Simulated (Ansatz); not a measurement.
Program: Ansatz 0.2.0.

Basis-set series for `[Cl][Al]1[BH][NH]1`. Total charge 0; spin multiplicity 1. All single points use the PBE0-D4/def2-TZVP geometry.

```csv
functional,basis,functions,energy (Eh),HOMO (eV),LUMO (eV)
PBE0-D4,def2-SVP,74,-782.86329,-6.51,-1.06
PBE0-D4,def2-TZVPP,174,-783.19766,-6.58,-1.16
ωB97M-V,def2-SVP,74,-783.15808,-8.50,0.75
ωB97M-V,def2-TZVPP,174,-783.49305,-8.60,0.63
```

(1) Give the rows for def2-QZVPP. (Estimate.)

Results:

(1) The calculation gave: 
| functional | basis | functions | energy (Eh) | HOMO (eV) | LUMO (eV) |
| --- | --- | --- | --- | --- | --- |
| PBE0-D4 | def2-QZVPP | 314 | -783.22322 | -6.60 | -1.23 |
| ωB97M-V | def2-QZVPP | 314 | -783.51740 | -8.63 | 0.42 |

Positive LUMOs are unbound and depend on the basis.
